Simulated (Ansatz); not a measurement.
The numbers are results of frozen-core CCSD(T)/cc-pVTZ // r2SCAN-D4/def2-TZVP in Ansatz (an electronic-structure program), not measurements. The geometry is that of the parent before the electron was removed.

Ansatz 0.2 input:
```yaml
crystal:
  periodic: [false, false, false]
  atoms:
    - { symbol: O, position_ang: [1.666259, -0.004166, 0.060476] }
    - { symbol: C, position_ang: [0.454415, 0.509216, 0.021835] }
    - { symbol: B, position_ang: [-0.63772, 1.348567, -0.007678] }
    - { symbol: B, position_ang: [-1.044573, -0.103627, -0.0431] }
    - { symbol: H, position_ang: [1.629425, -0.972166, 0.045908] }
    - { symbol: H, position_ang: [-1.451495, -1.214469, -0.073788] }
basis:
  gaussian: { orbitals: cc-pVTZ }
correlation:
  method: ccsd_t
total_charge: 1
magnetization:
  spin_polarized: true
  initial_magnetization: 1
```

Output:

```
Functional definition: HF
872 factors; integrals over basis functions are off by at most 1.4e-3 eV
mean field evaluation 1: about -4426.8298 eV, gradient 3.3e1 eV
mean field evaluation 2: about -4426.8314 eV, gradient 3.3e1 eV
mean field evaluation 4: about -4431.4311 eV, gradient 3.5e0 eV
mean field evaluation 8: about -4431.5416 eV, gradient 2.5e-1 eV
mean field evaluation 16: about -4431.5717 eV, gradient 3.2e-1 eV
mean field evaluation 32: about -4431.5458 eV, gradient 1.3e-1 eV
mean field evaluation 64: about -4431.5129 eV, gradient 4.2e-1 eV
mean field evaluation 96: about -4431.5337 eV, gradient 6.7e-2 eV
mean field evaluation 128: about -4431.5477 eV, gradient 3.3e-1 eV
mean field evaluation 160: about -4430.5095 eV, gradient 3.0e-1 eV
mean field evaluation 192: about -4428.9354 eV, gradient 8.9e-2 eV
mean field evaluation 224: about -4429.1366 eV, gradient 7.9e-1 eV
mean field evaluation 256: about -4428.2358 eV, gradient 4.4e-2 eV
mean field evaluation 288: about -4430.5147 eV, gradient 3.5e-2 eV
mean field evaluation 320: about -4428.2318 eV, gradient 3.3e-1 eV
mean field evaluation 352: about -4428.9369 eV, gradient 1.1e-2 eV
mean field -4431.57568007 eV, -162.8574024129 hartree, gradient 3.1e-6 eV, S^2 0.917381; 11 other end points of the search recorded, 0 dependent functions left out
determinant -4431.57568007 eV, -162.8574024129 hartree, with singles and doubles -4446.86324413 eV, -163.4192100296 hartree
determinant -4430.51532536 eV, -162.8184350960 hartree, with singles and doubles -4445.93194498 eV, -163.3849854171 hartree
determinant -4429.68184575 eV, -162.7878052850 hartree, with singles and doubles -4444.96702746 eV, -163.3495253523 hartree
determinant -4428.93687051 eV, -162.7604279501 hartree, with singles and doubles -4443.44617002 eV, -163.2936348723 hartree
determinant -4428.23593055 eV, -162.7346688816 hartree, with singles and doubles -4443.13642046 eV, -163.2822517857 hartree
4 core orbitals not correlated
reference -4431.57568007 eV, -162.8574024129 hartree; 9, 8 occupied and 135, 136 virtual orbitals, 872 factors
second order -14.33886807 eV of doubles, -0.00000000 eV of singles
cycle   1  -15.10690975 eV  change    -1.2e0 eV  update   2.6e-2
cycle   2  -15.14984089 eV  change   -4.3e-2 eV  update   7.1e-3
cycle   3  -15.14797443 eV  change    1.9e-3 eV  update   4.3e-3
cycle   4  -15.15279403 eV  change   -4.8e-3 eV  update   2.7e-3
cycle   5  -15.15705389 eV  change   -4.3e-3 eV  update   1.5e-3
cycle   6  -15.15886020 eV  change   -1.8e-3 eV  update   6.9e-4
cycle   7  -15.15972015 eV  change   -8.6e-4 eV  update   2.5e-4
cycle   8  -15.16000022 eV  change   -2.8e-4 eV  update   1.2e-4
cycle   9  -15.16006797 eV  change   -6.8e-5 eV  update   4.9e-5
cycle  10  -15.16003162 eV  change    3.6e-5 eV  update   2.4e-5
cycle  11  -15.16003963 eV  change   -8.0e-6 eV  update   1.4e-5
perturbative correction -0.77585928 eV, -0.0285123027 hartree
Total energy: -4447.51157898 eV, -163.4430358960 hartree
```

Cost: roughly 2.1 core-minutes.
